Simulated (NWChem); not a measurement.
Species: C₂H₂BrCl; SMILES C=C(Cl)Br

Results from NWChem. This build's default masses of Se (78.918 u) and Br (79.917 u) are each other's, which moves their modes by up to 0.6 %. The level has its own optimisation; frequencies are unscaled.

### Question
What does the run give for PBE/def2-SVP? Quantities: r C–C (Å); r C–H (Å); r C–Cl (Å); r Br–C (Å); highest harmonic frequency (cm⁻¹); lowest (cm⁻¹); zero-point energy (kcal/mol); dipole (D).

### Answer
* **r C–C (Å)**: 1.343
* **r C–H (Å)**: 1.099
* **r C–Cl (Å)**: 1.735
* **r Br–C (Å)**: 1.901
* **highest harmonic frequency (cm⁻¹)**: 3212
* **lowest (cm⁻¹)**: 238
* **zero-point energy (kcal/mol)**: 20.0
* **dipole (D)**: 1.04
